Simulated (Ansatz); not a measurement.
Basis-set extrapolation for `C[SiH](O)[SiH3]` (PBE0-D4/def2-TZVP geometry, frozen core, Ansatz). Multiplicity 1, RHF reference.

```tsv
	def2-TZVPP	def2-QZVPP
HF	-695.378841	-695.402762
MP2 correlation	-0.674088	-0.724083
CCSD(T) correlation	-0.753937	not run
```

Energies in hartree. Use E(X) = E(∞) + A·exp(−7.88·√X) for Hartree–Fock and E(X) = E(∞) + B·X^(−2.97) for correlation, with X = 3 and 4, and add CCSD(T) minus MP2 of the smaller set to the MP2 limit.

Problem. What is the CCSD(T) energy at the basis-set limit?

Solution. HF limit: -695.402762 + (-0.023921) × 0.13774 = -695.40606. MP2 limit: -0.724083 + (-0.049995) × 0.74074 = -0.76112. Higher-order term: -0.753937 − (-0.674088) = -0.07985. Total: -696.24703 hartree, 300.0 kJ/mol below CCSD(T)/def2-TZVPP.
